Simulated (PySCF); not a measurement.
1,1-dichlorocyclopropane (C₃H₄Cl₂), SMILES ClC1(Cl)CC1. Geometry: ωB97X-D3(BJ)/def2-SVP.

All values below come from ωB97X-D3(BJ)/def2-SVP (PySCF).

Harmonic wavenumbers (cm⁻¹): 277, 301, 303, 412, 527, 751, 786, 921, 959, 1021, 1081, 1099, 1170, 1178, 1311, 1430, 1499, 3170, 3174, 3274, 3280. Rotational constants (GHz): 3.969, 2.872, 1.924; symmetry number 2.

Task: Work out the zero-point energy and the ideal-gas rigid-rotor harmonic-oscillator thermochemistry at 298.15 K and 1 atm.

Result: ZPE = ½ Σ hcν = ½ × 27924 cm⁻¹ = 39.92 kcal/mol. H − E(el) = 43.67 kcal/mol. Entropy in cal/(mol K): translation 40.03, rotation 25.71, vibration 6.95, total 72.68. G − E(el) = 22.00 kcal/mol. Cp = 19.64 cal/(mol K).
